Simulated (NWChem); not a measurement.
System meant: NbSClF$_{2}$; SMILES [F][Nb](=[S])([Cl])[F]

Input file for NWChem:

```
start job
memory heap 200 mb stack 900 mb global 1100 mb
geometry units angstroms noautoz
  Nb    -0.171756    -0.056378     0.000000
  S      1.252092    -1.633528     0.000000
  F     -1.198703    -0.216663     1.526948
  F     -1.198703    -0.216663    -1.526948
  Cl     0.958924     1.922566     0.000000
end
basis spherical
  Nb library def2-svp
  S library def2-svp
  F library def2-svp
  Cl library def2-svp
end
dft
  xc xpbe96 cpbe96
  iterations 150
  mulliken
end
task dft energy
```

End of the output:

```
             Northwest Computational Chemistry Package (NWChem) 7.3.0
             --------------------------------------------------------

 CS  symmetry detected

                             Geometry "geometry" -> ""
                             -------------------------

 Output coordinates in angstroms (scale by  1.889725989 to convert to a.u.)

  No.       Tag          Charge          X              Y              Z
 ---- ---------------- ---------- -------------- -------------- --------------
    1 Nb                  41.0000    -0.24634836    -0.09090184     0.00000000
    2 S                   16.0000     1.36004304    -1.48167570     0.00000000
    3 F                    9.0000    -1.24591245    -0.37582825     1.52694800
    4 F                    9.0000    -1.24591245    -0.37582825    -1.52694800
    5 Cl                  17.0000     0.63329519     2.01168795     0.00000000

 Effective nuclear repulsion energy (a.u.)     686.0083612005

      Symmetry information
      --------------------

 Group name             Cs
 Group number              2
 Group order               2
 No. of unique centers     4

  pbe96 is a nonlocal functional; adding pw91lda local functional.

                                 NWChem DFT Module
                                 -----------------

 Summary of "ao basis" -> "ao basis" (spherical)
 ------------------------------------------------------------------------------
       Tag                 Description            Shells   Functions and Types
 ---------------- ------------------------------  ------  ---------------------
 Nb                         def2-svp                11       31   5s3p2d1f
 S                          def2-svp                 8       18   4s3p1d
 F                          def2-svp                 6       14   3s2p1d
 Cl                         def2-svp                 8       18   4s3p1d

      Symmetry analysis of basis
      --------------------------

        a'         61
        a"         34

            General Information
            -------------------
          SCF calculation type: DFT
          Wavefunction type:  closed shell.
          No. of atoms     :     5
          No. of electrons :    92
           Alpha electrons :    46
            Beta electrons :    46
          Charge           :     0
          Spin multiplicity:     1
          Use of symmetry is: on ; symmetry adaption is: on
          Maximum number of iterations: 150
          AO basis - number of functions:    95
                     number of shells:    39
          Convergence on energy requested:  1.00D-06
          Convergence on density requested:  1.00D-05
          Convergence on gradient requested:  5.00D-04

              XC Information
              --------------
          PerdewBurkeErnzerhof Exchange Functional  1.000
            Perdew 1991 LDA Correlation Functional  1.000 local
           PerdewBurkeErnz. Correlation Functional  1.000 non-local

             Grid Information
             ----------------
          Grid used for XC integration:  medium
          Radial quadrature: Mura-Knowles
          Angular quadrature: Lebedev.
          Tag              B.-S. Rad. Rad. Pts. Rad. Cut. Ang. Pts.
          ---              ---------- --------- --------- ---------
          Nb                  1.45      123           8.0       590
          S                   1.00       88          10.0       590
          F                   0.50       49           9.0       434
          Cl                  1.00       88          10.0       590
          Grid pruning is: on
          Number of quadrature shells:   348
          Spatial weights used:  Erf1

      Superposition of Atomic Density Guess
      -------------------------------------

 Sum of atomic energies:       -1779.76349214

      Non-variational initial energy
      ------------------------------

 Total energy =   -1786.323589
 1-e energy   =   -3788.607889
 2-e energy   =    1316.275939
 HOMO         =      -1.271750
 LUMO         =      -1.165116

      Symmetry analysis of molecular orbitals - initial
      -------------------------------------------------

  Numbering of irreducible representations:

     1 a'          2 a"

  Orbital symmetries:

     1 a'          2 a'          3 a'          4 a"          5 a'
     6 a'          7 a'          8 a'          9 a"         10 a'
    11 a"         12 a'         13 a'         14 a'         15 a'
    16 a"         17 a'         18 a'         19 a"         20 a'
    21 a'         22 a"         23 a'         24 a'         25 a"
    26 a'         27 a"         28 a'         29 a'         30 a"
    31 a"         32 a'         33 a'         34 a'         35 a"
    36 a'         37 a'         38 a"         39 a'         40 a"
    41 a'         42 a"         43 a'         44 a'         45 a"
    46 a'         47 a'         48 a"         49 a'         50 a'
    51 a'         52 a"         53 a"         54 a'         55 a'
    56 a'

     ---------------------------------------------
      Total Density - Mulliken Population Analysis
     ---------------------------------------------

    Atom       Charge   Shell Charges
 -----------   ------   -------------------------------------------------------
    1 Nb  41    47.33   2.00  2.02  2.06  2.14 -0.43  6.05  8.09 -0.24 10.49  0.78 14.36
    2 S   16    12.87   2.00  1.99  0.83  0.44  5.93  1.29  0.16  0.25
    3 F    9     9.51   1.99  1.14  0.69  3.79  1.86  0.04
    4 F    9     9.51   1.99  1.14  0.69  3.79  1.86  0.04
    5 Cl  17    12.77   2.00  1.99  0.94  0.93  5.91  0.68  0.24  0.07

[...]
```

Problem. Can this run be used? If not, why, and what is the fix?

Solution. The run ends normally but its numbers are meaningless: the def2 basis of a heavy element holds valence functions alone and wants its effective core potential (without it all electrons must fit into that basis). This input runs:
```
start job
memory heap 200 mb stack 900 mb global 1100 mb
geometry units angstroms noautoz
  Nb    -0.171756    -0.056378     0.000000
  S      1.252092    -1.633528     0.000000
  F     -1.198703    -0.216663     1.526948
  F     -1.198703    -0.216663    -1.526948
  Cl     0.958924     1.922566     0.000000
end
basis spherical
  * library def2-svp
end
ecp
  Nb library def2-ecp
end
dft
  xc xpbe96 cpbe96
  iterations 150
  mulliken
end
task dft energy
```
It converges to -1114.38320 Ha (PBE/def2-SVP with def2 effective core potentials on Nb). The faulty run gave -1822.012 Ha, with all electrons squeezed into the valence basis.
